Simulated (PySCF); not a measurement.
An excited-state job on `[GeH3][c]1ccccc1` (phenylgermane).

Computed with TDDFT wB97X-D/def2-SVPD, vertical, gas phase, core orbitals frozen in the response (PySCF 2.14.0, density-fitted response routines). Geometry: GFN2-xTB. The input is one job of a driver script: a line of settings, then coordinates in Å.

Input:
```
{"job": {"kind": "uv", "xc": "wB97X-D", "basis": "def2-SVPD", "nstates": 8, "ntriplets": 3}, "charge": 0, "multiplicity": 1}
Ge     2.494933    -0.292415    -0.047967
C      0.558387    -0.051888    -0.012168
C     -0.277590    -1.159938     0.066071
C     -1.651684    -1.010280     0.092596
C     -2.209787     0.256527     0.040529
C     -1.388840     1.368565    -0.037032
C     -0.014188     1.212681    -0.063205
H      3.015635    -0.795385     1.261506
H      2.891204    -1.301625    -1.078148
H      3.187177     0.995814    -0.353330
H      0.158810    -2.150469     0.103912
H     -2.290007    -1.880445     0.151955
H     -3.283532     0.375750     0.058899
H     -1.821874     2.357967    -0.079449
H      0.626942     2.083131    -0.126082
```

Output:
```
coarse grid: 58272 points
cycle   1  E = -2309.9699651513  dE =  6.824e-01  |g| = 4.159e-01  |ddm| = 1.324e+01
cycle   2  E = -2309.9855267596  dE = -1.556e-02  |g| = 3.703e-01  |ddm| = 4.067e+00
cycle   3  E = -2310.0022565766  dE = -1.673e-02  |g| = 2.875e-02  |ddm| = 2.423e+00
cycle   4  E = -2310.0024529414  dE = -1.964e-04  |g| = 1.165e-02  |ddm| = 2.633e-01
cycle   5  E = -2310.0024888514  dE = -3.591e-05  |g| = 2.814e-03  |ddm| = 5.241e-02
cycle   6  E = -2310.0024910126  dE = -2.161e-06  |g| = 1.202e-03  |ddm| = 2.097e-02
final grid: 123264 points
cycle   7  E = -2310.0021022785  dE = -2.221e-06  |g| = 1.634e-03  |ddm| = 4.407e-02
cycle   8  E = -2310.0021021737  dE =  1.048e-07  |g| = 1.761e-03  |ddm| = 1.123e-02
cycle   9  E = -2310.0021029475  dE = -7.738e-07  |g| = 1.594e-04  |ddm| = 6.321e-03
cycle  10  E = -2310.0021029541  dE = -6.606e-09  |g| = 5.687e-05  |ddm| = 1.005e-03
cycle  11  E = -2310.0021029552  dE = -1.108e-09  |g| = 7.608e-06  |ddm| = 4.030e-04
cycle  12  E = -2310.0021029552  dE = -3.183e-11  |g| = 4.432e-06  |ddm| = 9.514e-05
converged SCF energy = -2310.0021029552

Static polarisability (au): isotropic 97.306, principal 66.143 99.509 126.264

Singlet excitations
state   eV       nm        f      main configurations
  1   5.4966    225.6   0.00098   H-1->L 0.50, H->L+1 0.45
  2   6.1605    201.3   0.04497   H->L 0.62, H-1->L+1 0.33
  3   6.9439    178.6   0.00684   H-2->L 0.96
  4   7.0356    176.2   0.59862   H-1->L+1 0.52, H->L 0.27, H->L+1 0.09
  5   7.0592    175.6   0.69278   H->L+1 0.41, H-1->L 0.38, H-1->L+1 0.11
  6   7.1266    174.0   0.00544   H-2->L+1 0.96
  7   7.3278    169.2   0.00267   H->L+2 0.58, H->L+3 0.34
  8   7.4492    166.4   0.00005   H-1->L+2 0.54, H-1->L+3 0.35

Triplet excitations (Tamm-Dancoff, eV): 4.2530 4.8888 4.9073
```

The SCF starts on a coarse grid where the log names one; the energy can jump when the final grid takes over, and dE then counts from the start density on the new grid. H and L stand for HOMO and LUMO; the number after each pair is its weight.

Task: Give the mean polarisability as a volume in Å³, and the ratio of the largest to the smallest principal value.

Result: 97.306 au × 0.148185 = 14.42 Å³; 126.264/66.143 = 1.91.

Task: Which computed singlet has the largest oscillator strength, and what do all of them sum to?

Result: State 5 at 7.06 eV (176 nm), f = 0.693; the 8 states sum to 1.352.

Main results: HOMO -9.15 eV, LUMO 1.16 eV; lowest singlet 5.50 eV; lowest triplet 4.25 eV (Tamm–Dancoff); mean polarisability 97.3 au.

 The wB97X-D/def2-SVPD calculation is non-relativistic and has no spin–orbit coupling, an omission that weighs most on germanium.

Task: Estimate the wall time. Hardware: x86-64 server, one thread, no GPU, shared host.

Result: About 44 s.
Labels such as C1 count atoms from 1, the log's own numbers from 0.

The pairwise dispersion term of wB97X-D wasn't added to the energies; at a given geometry it leaves orbitals and properties as they are.
